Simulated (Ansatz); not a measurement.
Program: Ansatz. Geometries: PBE0-D4/def2-TZVP. ΔE: electronic, gas phase. CBS: MP2 limit from def2 TZ/QZ plus the TZ coupled-cluster correction, frozen cores. Functionals use def2-TZVPP. B3LYP here is the variant with VWN-RPA as its local correlation; programs differ in this. Each species was taken in one conformer, which may not be the lowest.

Reaction (formal exchange of groups at the Al–Al bond): `[CH3][Al]([AlH2])[SiH3]` + `C[SiH2]BN` → `C[SiH2][B](N)[AlH2]` + `[CH3][AlH][SiH3]`

```tsv
level	ΔE (kJ/mol)
PBE-D4	38.1
r2SCAN-D4	36.1
r2SCAN	36.9
B3LYP	37.8
HF/def2-TZVPP	41.8
MP2/def2-QZVPP	31.6
SCS-MP2/def2-QZVPP	32.7
CCSD/CBS(def2)	36.1
```

Task: What does CCSD(T)/CBS give? (An estimate is asked.)

Result: Ansatz gave: +34.8 kJ/mol. The listed levels differ from it by 3.3, 1.3, 2.1, 3.0, 7.0, -3.2, -2.1, 1.3 kJ/mol.

Largest T1 diagnostic among the species: 0.013.

In def2-TZVPP, CCSD(T) changes the Hartree–Fock value by −5.7 kJ/mol (the triples alone add −1.3 kJ/mol) and MP2 by −9.4 kJ/mol. The D4 term adds −4.6 kJ/mol with B3LYP and −2.4 kJ/mol with PBE0; it sums over pairs of atoms, weighted by their polarisabilities, and B3LYP, whose exchange is more repulsive, gets the larger term.
